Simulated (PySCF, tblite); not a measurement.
Isomers of C8H11 (doublet state), one GFN2-xTB conformer each. Single-point energies are computed at B3LYP/pcH-1 (PySCF, gas phase, no added dispersion term), electronic only. GFN2-xTB treats the open shell by occupation alone, and not every SCF solution was tested for stability.

**Question.** Rank them by B3LYP/pcH-1 energy, lowest first (kcal/mol).
A. `CC1=[C]C=CC1(C)C` [radical]
B. `[CH2:1]=[C:2][C@:3]1([CH3:4])[CH:5]=[CH:6][CH2:7][CH2:8]1` (doublet state) with C1–C2–C3–C4 127°, C2–C3–C5–C6 -104°, C5–C6–C7–C8 -11°, C6–C7–C8–C3 18°, C2–C3–C8–C7 96°
C. `[H]/[C:1]=[CH:2]\[C:3]([CH3:4])([CH:5]=[CH2:6])[CH:7]=[CH2:8]` (doublet state) with C1–C2–C3–C4 136°, C2–C3–C5–C6 -112°, C2–C3–C7–C8 -132°
D. `[CH2:1]=[CH:2][C@@:3]12[CH2:4][CH:5][CH2:6][C@@H:7]1[CH2:8]2` (doublet state) with C1–C2–C3–C4 -175°

**Answer.** D (0.0), A (2.6), B (3.4), C (26.8).

As drawn, the lowest has a three-membered ring, which the highest lacks. Neighbours under 5.0 kcal/mol apart (C=C[C@@]12C[CH]C[C@@H]1C2 and CC1=[C]C=CC1(C)C; CC1=[C]C=CC1(C)C and C=[C][C@]1(C)C=CCC1) can change places with a better method, another conformer or zero-point energy. GFN2-xTB itself gives, in the same order: 0.0, 10.1, 11.9, 49.3. Both levels put the same isomer lowest; measured from each level's own lowest isomer, the values differ by up to 22.5 kcal/mol ([H]/[C]=C\C(C)(C=C)C=C: 49.3 against 26.8).

**Question.** What happens when harmonic zero-point energies from GFN2-xTB frequencies are added?

**Answer.** 
| SMILES | ZPE (kcal/mol) | electronic (kcal/mol) | with ZPE (kcal/mol) |
| --- | --- | --- | --- |
| C=C[C@@]12C[CH]C[C@@H]1C2 | 100.8 | 0.0 | 0.0 |
| CC1=[C]C=CC1(C)C | 101.2 | 2.6 | 3.1 |
| C=[C][C@]1(C)C=CCC1 | 100.2 | 3.4 | 2.8 |
| [H]/[C]=C\C(C)(C=C)C=C | 98.3 | 26.8 | 24.4 |

The zero-point energies span 2.9 kcal/mol. The lowest isomer stays, but the order above it changes.
